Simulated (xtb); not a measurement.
F2Ge, triplet, from a rough starting geometry (the spin is typed, not shown lowest).

Input for xtb:
```
$ xtb mol.xyz --gfn 2 --uhf 2 --opt vtight --json

# file mol.xyz
3

Ge    -0.00933108    -0.06847133     0.81616110
F      0.60847905     1.12820080    -0.43351128
F     -0.66478329    -1.13385022    -0.42864098
```

Problem. What does this run give for the dipole moment, total energy at the end of the optimisation?

Solution. 
- dipole moment: 2.06 D
- total energy at the end of the optimisation: -11.3465 Eh
